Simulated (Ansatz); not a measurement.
`C=[C]([GeH3])[TeH]` and `C=C(N)[TeH]` differ in one atom or group.

Ansatz, PBE0-D4/def2-TZVP geometries, multiplicity 1. Each molecule was computed in one conformer, which needn't be the lowest.

Elements past krypton have def2 core potentials. Scalar relativity is left out up to krypton.

```
                                          property  `C=[C]([GeH3])[TeH]`
                 HOMO energy (PBE/def2-TZVPP) / eV                 -5.21
               HOMO–LUMO gap (PBE/def2-TZVPP) / eV                  3.48
size of the dipole moment (ωB97M-V/def2-TZVPP) / D                  0.58
                LUMO energy (PBE0/def2-TZVPP) / eV                 -0.89
                HOMO energy (PBE0/def2-TZVPP) / eV                 -6.18
           HOMO–LUMO gap (ωB97M-V/def2-TZVPP) / eV                  9.21
```

Question: Give the same properties after the change, and the shifts. (Estimate.)

Answer: Ansatz gave: 
```json
{"property": "HOMO energy (PBE/def2-TZVPP) / eV", "`C=C(N)[TeH]`": "-5.03", "shift": "0.18"}
{"property": "HOMO–LUMO gap (PBE/def2-TZVPP) / eV", "`C=C(N)[TeH]`": "3.56", "shift": "0.08"}
{"property": "size of the dipole moment (ωB97M-V/def2-TZVPP) / D", "`C=C(N)[TeH]`": "1.58", "shift": "1.00"}
{"property": "LUMO energy (PBE0/def2-TZVPP) / eV", "`C=C(N)[TeH]`": "-0.65", "shift": "0.24"}
{"property": "HOMO energy (PBE0/def2-TZVPP) / eV", "`C=C(N)[TeH]`": "-6.08", "shift": "0.10"}
{"property": "HOMO–LUMO gap (ωB97M-V/def2-TZVPP) / eV", "`C=C(N)[TeH]`": "9.39", "shift": "0.18"}
```

With PBE0 the HOMO rises by 0.10 eV and the LUMO rises by 0.24 eV, so the gap widens by about 0.14 eV. PBE moves the HOMO by 0.18 eV and ωB97M-V by 0.05 eV. Dipoles are sizes alone; their direction can turn.

Spin–orbit coupling is left out; it splits and shifts lone-pair levels of the heavy atoms by tenths of an eV.
